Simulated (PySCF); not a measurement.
# GaH₃ + AlH → GaH + AlH₃

Level: PBE0 in the def2-TZVP basis family, all electrons, no relativity, computed in PySCF with density fitting; open shells unrestricted.

```json
{"species": "GaH₃", "state and structure": "singlet, D3h, Ga–H 1.568 Å (×3)", "E (Eh)": "-1926.36049", "ZPE (kJ/mol)": "48.9", "H(298 K) − H(0) (kJ/mol)": "10.7", "S° (J/(mol K))": "218.3"}
{"species": "AlH", "state and structure": "singlet, C∞v, Al–H 1.665 Å", "E (Eh)": "-242.85993", "ZPE (kJ/mol)": "9.9", "H(298 K) − H(0) (kJ/mol)": "8.7", "S° (J/(mol K))": "187.8"}
{"species": "GaH", "state and structure": "singlet, C∞v, Ga–H 1.681 Å", "E (Eh)": "-1925.15821", "ZPE (kJ/mol)": "9.6", "H(298 K) − H(0) (kJ/mol)": "8.7", "S° (J/(mol K))": "199.6"}
{"species": "AlH₃", "state and structure": "singlet, D3h, Al–H 1.586 Å (×3)", "E (Eh)": "-244.07875", "ZPE (kJ/mol)": "48.3", "H(298 K) − H(0) (kJ/mol)": "10.6", "S° (J/(mol K))": "207.5"}
```

Task: What is the electronic reaction energy?

Result: At PBE0/def2-TZVP, ΔE = -43.4 kJ/mol from the differences of the total energies times 2625.5, downhill. The heavier gallium gives up the higher oxidation state, the inert-pair effect.

Task: Add zero-point, thermal and entropy terms for 298.15 K and 1 bar.

Result: ΔZPE = -0.9 and Δ[H(298) − H(0)] = -0.1 kJ/mol give ΔH° = -44.4 kJ/mol. ΔS° = 1.0 J/(mol K), so ΔG° = -44.4 − 298.15 × (0.0010) = -45 kJ/mol and log₁₀K = 7.8.

Only the bonding shown was studied: isomers, or loss of a ligand pair, can lie lower.
